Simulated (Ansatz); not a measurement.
Consider the ligand exchange at the Si–I bond: `CS[SiH2]I` + silanol → `CS[SiH2]O[SiH3]` + HI.

Isolated molecules relaxed with PBE0-D4/def2-TZVP in Ansatz; ΔE leaves out vibrations. CBS: MP2 limit from def2 TZ/QZ plus the TZ coupled-cluster correction, frozen cores. DFT in def2-TZVPP. Elements past krypton have def2 core potentials. For I outer-core shells are correlated without core-valence functions, which leaves a few kJ/mol of doubt a bond. Each species was taken in one conformer, which may not be the lowest.

`CS[SiH2]I`:

Cartesian coordinates in Å:
```
C 0.077 0.456 1.471
S -0.514 1.275 -0.038
Si 0.000 -0.186 -1.469
I -1.184 -2.304 -1.119
H -0.117 1.143 2.293
H 1.147 0.257 1.416
H -0.469 -0.472 1.641
H -0.382 0.359 -2.790
H 1.442 -0.527 -1.405
```

`O[SiH3]`:

```xyz
6

O    -0.893   -0.319   -0.862
Si    0.348   -0.036    0.185
H    -1.661    0.251   -0.811
H     0.917    1.328    0.007
H     1.378   -1.055   -0.121
H    -0.089   -0.168    1.602
```

`CS[SiH2]O[SiH3]`:

```xyz
13

C     0.532    1.791   -1.146
S     1.002    0.101   -1.622
Si   -0.716   -0.949   -0.966
O    -0.869   -0.953    0.663
Si    0.085   -0.946    1.999
H     1.300    2.455   -1.541
H    -0.429    2.064   -1.580
H     0.496    1.897   -0.062
H    -0.546   -2.331   -1.476
H    -1.942   -0.308   -1.498
H     0.808    0.348    2.104
H     1.074   -2.053    1.947
H    -0.796   -1.117    3.179
```

HI:

Z-matrix (Å, degrees):
```
I
H 1 1.610
```

| level | ΔE (kJ/mol) | difference from CCSD(T)/CBS |
| --- | --- | --- |
| PBE0-D4 | -17.5 | 6.8 |
| ωB97X-V | -29.3 | -5.0 |
| ωB97M-V | -28.7 | -4.4 |
| B2PLYP | -29.4 | -5.1 |
| PBE | -12.2 | 12.1 |
| PBE0 | -15.3 | 9.0 |
| HF/def2-QZVPP | -42.1 | -17.8 |
| MP2/def2-QZVPP | -19.5 | 4.8 |
| SCS-MP2/def2-QZVPP | -26.8 | -2.5 |
| HF/CBS(def2) | -42.3 | -18.0 |
| CCSD(T)/CBS | -24.3 | 0 |

Largest T1 diagnostic among the species: 0.011.

In def2-TZVPP, CCSD(T) changes the Hartree–Fock value by +7.1 kJ/mol (the triples alone add +2.4 kJ/mol) and MP2 by +16.3 kJ/mol. The D4 term adds −3.1 kJ/mol with B3LYP and −2.2 kJ/mol with PBE0; it sums over pairs of atoms, weighted by their polarisabilities, and B3LYP, whose exchange is more repulsive, gets the larger term. From PBE to PBE0 (25 % exact exchange), in def2-TZVPP and without D4, ΔE moves by −3.2 kJ/mol.

B3LYP here is the variant with VWN-RPA as its local correlation; programs differ in this.
